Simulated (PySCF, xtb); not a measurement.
Si(OSiH3)3(Cl) (ClH₉O₃Si₄), SMILES [SiH3]O[Si](Cl)(O[SiH3])O[SiH3].

GFN2-xTB (xtb) at its own geometry gives an orbital gap of 6.08 eV and a dipole moment of 2.93 D.

Coordinates come from a PBE0-D3(BJ)/def2-SVP optimisation. Other conformers were not sampled.

Question: What does PySCF with PBE/def2-SVP give? (Estimate from the structure and the level; the computed values follow.)

Answer: gap 6.46 eV (levels -7.31 and -0.85 eV), dipole 0.72 D.
